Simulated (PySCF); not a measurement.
C3H2F3, multiplicity 2. Atoms are numbered in the order given.

```xyz
8

C     -0.0657     2.2079     0.0000
C     -0.5712     0.9996     0.0000
C     -0.0398    -0.3808     0.0000
F     -0.4428    -1.0554    -1.0762
F     -0.4428    -1.0554     1.0762
F      1.3007    -0.3809     0.0000
H     -0.6989     3.1018     0.0000
H      1.0238     2.3627     0.0000
```
Charge 0, spin multiplicity 2.

Geometry optimised at PBE0-D3(BJ)/def2-SVP. The isomer is the one that the SMILES or the coordinates give; other isomers of the formula were not compared.

These are PySCF with PBE0-D3(BJ)/def2-SVP values and carry that method's errors.

No scaling factor is applied to the harmonic values.

Computed vibrational spectrum:
| mode | ν (cm⁻¹) | IR (km/mol) | moving atoms (share of kinetic energy) |
|---|---|---|---|
| 1 | 94 | 1.7 | C 46 %, F 31 %, H 23 % |
| 2 | 197 | 1.0 | F 43 %, C 36 %, H 21 % |
| 3 | 330 | 0.5 | H 53 %, F 36 %, C 11 % |
| 4 | 426 | 1.6 | F 59 %, C 32 %, H 9 % |
| 5 | 499 | 0.3 | F 66 %, H 20 %, C 14 % |
| 6 | 565 | 7.2 | F 66 %, C 31 % |
| 7 | 610 | 10.3 | F 53 %, C 33 %, H 15 % |
| 8 | 656 | 4.3 | F 45 %, C 38 %, H 17 % |
| 9 | 829 | 0.5 | F 71 %, C 18 %, H 12 % |
| 10 | 931 | 38.2 | H 73 %, C 27 % |
| 11 | 989 | 11.3 | H 46 %, C 44 %, F 9 % |
| 12 | 1216 | 272.8 | C 78 %, F 21 % |
| 13 | 1246 | 331.3 | C 76 %, F 23 % |
| 14 | 1272 | 283.4 | C 71 %, H 15 %, F 14 % |
| 15 | 1386 | 117.2 | H 76 %, C 23 % |
| 16 | 1802 | 18.9 | C 97 % |
| 17 | 3108 | 0.7 | H 94 % |
| 18 | 3222 | 1.0 | H 90 %, C 10 % |
